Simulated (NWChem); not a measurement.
Species: C$_{4}$H$_{9}$Se, doublet; SMILES C[CH][Se]CC

```xyz
14

C      0.7631     2.5710    -0.1104
C      0.7658     1.1421     0.2977
Se    -0.7019     0.0567    -0.0754
C      0.0473    -1.6488     0.5164
C      1.1350    -2.1938    -0.3874
H      1.7939     2.9464    -0.2193
H      0.2513     2.7211    -1.0748
H      0.2620     3.2303     0.6266
H      1.4490     0.7905     1.0783
H     -0.8182    -2.3270     0.5673
H      0.4036    -1.5019     1.5476
H      1.9817    -1.4945    -0.4563
H      1.5164    -3.1522     0.0021
H      0.7588    -2.3638    -1.4072
```
Atoms are numbered in this order, from 1.

Computed with NWChem. Pople sets run with spherical d functions. Spin-unrestricted. Coordinates come from a PBE0/def2-SVP, spin-unrestricted optimisation. No frequency run checked for a minimum. No stability test was run on the SCF state. Vertical excitations in the gas phase; the lowest state need not have the same character in each row. Excited states of an open shell can be spin-contaminated.

```tsv
level	lowest excitation (eV)	oscillator strength of that lowest state	lowest state with f > 0.02 (eV)	oscillator strength of that bright state	lowest empty minus highest occupied level, either spin (eV)
PBE/6-31G*, TDA	3.10	0.001	4.16	0.073	1.52
B3LYP/6-31G*, TDA	3.46	0.000	4.36	0.070	3.30
LRC-wPBEh/6-31G*, TDA	3.75	0.000	4.52	0.068	7.48
UHF/6-31G*, CIS	4.43	0.000	6.46	0.036	11.37
```
